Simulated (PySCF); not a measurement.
Species: C₈H₉F₃.
Atom-mapped SMILES: `[CH2:1]=[CH:2][CH:3]([CH:4]=[CH2:5])/[CH:6]=[CH:7]/[C:8]([F:9])([F:10])[F:11]` (hydrogens: H12, H13 on C1; H14 on C2; H15 on C3; H16 on C4; H17, H18 on C5; H19 on C6; H20 on C7)

Computed geometry: GFN2-xTB, gas phase.

**Question.** List the bond lengths, angles and torsions at this level.

**Answer.** 
| bond | length (bohr) | order |
| --- | --- | --- |
| C1=C2, C4=C5 | 2.492 | double |
| C2–C3, C3–C4 | 2.845 | single |
| C3–C6 | 2.836 | single |
| C6=C7 | 2.502 | double |
| C7–C8 | 2.821 | single |
| C8–F9, C8–F10, C8–F11 | 2.542 | single |
| C1–H12, C5–H18 | 2.034 | single |
| C1–H13, C5–H17 | 2.037 | single |
| C2–H14, C4–H16 | 2.044 | single |
| C3–H15 | 2.071 | single |
| C6–H19 | 2.046 | single |
| C7–H20 | 2.039 | single |

Bonds in one row agree within 0.02 bohr and their mean is given. Orders are formal, as drawn. A selection of angles:
| angle | degrees |
| --- | --- |
| C1–C2–C3 | 124.3 |
| C2–C3–C4 | 109.3 |
| C2–C3–C6 | 108.3 |
| C4–C3–C6 | 113.2 |
| C3–C6–C7 | 125.2 |
| C6–C7–C8 | 123.0 |
| C7–C8–F9 | 112.0 |
| C7–C8–F11 | 113.8 |
| F9–C8–F10 | 105.8 |

Dihedral angles: C1–C2–C3–C4 -118° (anticlinal); C2–C3–C4–C5 123° (anticlinal); C2–C3–C6–C7 124° (anticlinal); C3–C6–C7–C8 -179° (antiperiplanar); C6–C7–C8–F9 -123° (anticlinal). The mirror-image conformer, all signs reversed, is as good.

The C–C distances run from 1.318 Å (C1=C2, drawn double) to 1.509 Å (C2–C3, drawn single), a spread of 0.191 Å. Of the pairs four or more bonds apart, C4···H20 is among the closest relative to their van der Waals radii: 2.56 Å, 88 % of the sum of Bondi's values.

Point group: C1 (no symmetry element, even within 0.4 Å). No GFN2-xTB frequencies stand behind this structure, so it isn't proved a minimum. The numbers are those of one conformer.
